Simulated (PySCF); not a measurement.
4-bromobenzoic acid, C7H5BrO2.
Z-matrix (Å and degrees, PBE0-D3(BJ)/def2-SVP geometry), rows numbered from 1:
```
O 
C   1  1.2053
O   2  1.3401  1  122.55
C   2  1.4848  1  124.45  3   179.93
C   4  1.3984  2  117.99  1     0.31
C   5  1.3892  4  120.54  2   179.88
C   6  1.3961  5  119.02  4     0.02
Br  7  1.8835  6  119.43  5  -180.00
C   7  1.3954  6  121.18  5     0.02
C   9  1.3908  7  119.29  6    -0.03
H   3  0.9690  2  106.29  1    -0.05
H   5  1.0919  4  118.48  2    -0.10
H   6  1.0910  5  120.85  4  -179.97
H   9  1.0910  7  120.02  6   179.98
H  10  1.0909  4  119.62  2     0.12
```

Method: PBE0-D3(BJ)/def2-SVP geometry optimisation, gas phase (PySCF).

Masses are those of the commonest isotopes; rigid-rotor values at the optimised geometry. The values belong to one conformer with, in the numbering `[O:1]=[C:2]([OH:3])[c:4]1[cH:5][cH:6][c:7]([Br:8])[cH:9][cH:10]1`, O1–C2–O3–H 0°, O1–C2–C4–C5 0°.

Q: What are A, B and C (GHz)?

A: Ia = 130.17, Ib = 1367.65, Ic = 1497.82 u·Å²; 505379 MHz·u·Å²/I gives 3883, 369.5 and 337.4 MHz, that is A = 3.8826, B = 0.3695, C = 0.3374 GHz.

Q: Classify the top.

A: A near-prolate asymmetric top: κ = (2 × 369.5 − 3883 − 337.4)/(3883 − 337.4) = -0.98.

Q: Is it planar, by Δ = Ic − Ia − Ib?

A: Planar: Δ = Ic − Ia − Ib = 0.00 u·Å². For a rigid frame Δ = −2 Σ m c², so it vanishes when all atoms lie in the ab plane; here none is more than 0.01 Å from it.

Q: Give the coordinates in the principal-axis frame, origin at the centre of mass.

A: The sense of each axis is arbitrary; atoms in the order of the calculation.
| atom | mass (u) | a (Å) | b (Å) | c (Å) |
| --- | --- | --- | --- | --- |
| O1 | 15.995 | 4.052 | -1.105 | -0.002 |
| C2 | 12.000 | 3.414 | -0.083 | 0.001 |
| O3 | 15.995 | 3.991 | 1.127 | 0.004 |
| C4 | 12.000 | 1.931 | -0.018 | -0.002 |
| C5 | 12.000 | 1.222 | -1.224 | 0.000 |
| C6 | 12.000 | -0.168 | -1.225 | 0.001 |
| C7 | 12.000 | -0.846 | -0.005 | 0.000 |
| Br8 | 78.918 | -2.730 | 0.007 | 0.001 |
| C9 | 12.000 | -0.154 | 1.207 | -0.003 |
| C10 | 12.000 | 1.237 | 1.196 | -0.003 |
| H11 | 1.008 | 4.947 | 0.972 | 0.005 |
| H12 | 1.008 | 1.785 | -2.159 | 0.001 |
| H13 | 1.008 | -0.726 | -2.162 | 0.002 |
| H14 | 1.008 | -0.703 | 2.149 | -0.004 |
| H15 | 1.008 | 1.792 | 2.135 | -0.005 |

Q: Predict some low-J microwave lines.

A: The dipole components are |μa| = 0.30 D, |μb| = 1.41 D, |μc| = 0.00 D; the mirror of this Cs structure is the ab plane, so μc vanishes by symmetry and there are no c-type lines. Intensities carry the squares of the components, which stand as 0.05 : 1.00 (a : b). Some lines, for components of 0.1 D or more:

```json
{"type": "a", "branch": "R", "J(Ka,Kc)": "2(1,2) ← 1(1,1)", "MHz": "1382", "lower level (cm⁻¹)": "0.141"}
{"type": "a", "branch": "R", "J(Ka,Kc)": "2(0,2) ← 1(0,1)", "MHz": "1414", "lower level (cm⁻¹)": "0.024"}
{"type": "a", "branch": "R", "J(Ka,Kc)": "3(1,3) ← 2(1,2)", "MHz": "2072", "lower level (cm⁻¹)": "0.187"}
{"type": "a", "branch": "R", "J(Ka,Kc)": "3(0,3) ← 2(0,2)", "MHz": "2120", "lower level (cm⁻¹)": "0.071"}
{"type": "b", "branch": "Q", "J(Ka,Kc)": "2(1,1) ← 2(0,2)", "MHz": "3577", "lower level (cm⁻¹)": "0.071"}
{"type": "b", "branch": "Q", "J(Ka,Kc)": "3(2,1) ← 3(1,2)", "MHz": "10492", "lower level (cm⁻¹)": "0.262"}
{"type": "b", "branch": "Q", "J(Ka,Kc)": "2(2,0) ← 2(1,1)", "MHz": "10539", "lower level (cm⁻¹)": "0.190"}
{"type": "b", "branch": "Q", "J(Ka,Kc)": "2(2,1) ← 2(1,2)", "MHz": "10635", "lower level (cm⁻¹)": "0.187"}
{"type": "b", "branch": "Q", "J(Ka,Kc)": "3(2,2) ← 3(1,3)", "MHz": "10684", "lower level (cm⁻¹)": "0.256"}
{"type": "b", "branch": "R", "J(Ka,Kc)": "3(2,2) ← 2(1,1)", "MHz": "12660", "lower level (cm⁻¹)": "0.190"}
{"type": "b", "branch": "R", "J(Ka,Kc)": "3(3,0) ← 2(2,1)", "MHz": "19766", "lower level (cm⁻¹)": "0.542"}
```

PBE0-D3(BJ)/def2-SVP frequencies: not computed here. No vibrational averaging or centrifugal distortion is included, and the geometry carries the error of its method. Quadrupole hyperfine structure (79Br) is left out.

Time: 2.8 min; peak memory 0.94 GiB. Hardware: one thread, Arm Neoverse V1 (aarch64), on a shared host. That covers the optimisation of the geometry.
